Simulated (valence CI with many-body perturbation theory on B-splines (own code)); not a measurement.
# Pm40+ in brief

Calculated by relativistic CI+MBPT: three valence electrons over a frozen Dirac-Fock core [Ar], radial functions for each j: 9 s, 9 p, 10 d, 8 f, 5 g, 3 h, 1 i, with the one-electron correlation potential Σ1, the two-electron term Σ2, the three-electron term Σ3, Breit, model QED; selected CI, second order for the rest (own B-spline code, finite nucleus).

No measured spectrum was set against this ion. As an estimate, large intervals hold to a few tenths of a per cent, small ones and those within an open d or f shell to about a per cent. Only levels of the ground parity were solved; by the run's estimate the other parity begins above the list, which can be wrong where configurations are misplaced.

Levels are named by their leading jj configuration (3d3/2^4 stands for four electrons in 3d with j = 3/2), which in mixed levels can hold well under half, so a name can repeat and another be missing.

Rates and lifetimes use the calculated energies. Strong lines usually hold to 10 to 20 %, long lifetimes can be off by a factor of two.

Question: What is the ground level?

Answer: (3d3/2^3) J=3/2, composition 54 % 3d³ ⁴F + 34 % 3d³ ²D + 8 % 3d³ ²P, g = 0.655.

Question: How well does LS coupling describe the low levels?

Answer: Among the lowest 19 levels the leading LS term, summed over configurations, holds 59 % on average. For single configurations the figures are 59 % in LS and 92 % in jj coupling. Terms mix most in the J = 3/2 level at 229860 cm⁻¹, where the leading one holds 40 %.

Question: What is the ionisation energy?

Answer: 2998.3 eV; NIST lists 2997 ± 4 eV (theoretical).

Question: Name the longest-lived excited levels whose lifetime is computed, and their main decay.

Answer: (3d3/2^2 3d5/2) J=9/2 at 251480 cm⁻¹ lives 194 ms, mostly by M1 to (3d3/2^2 3d5/2) J=7/2.
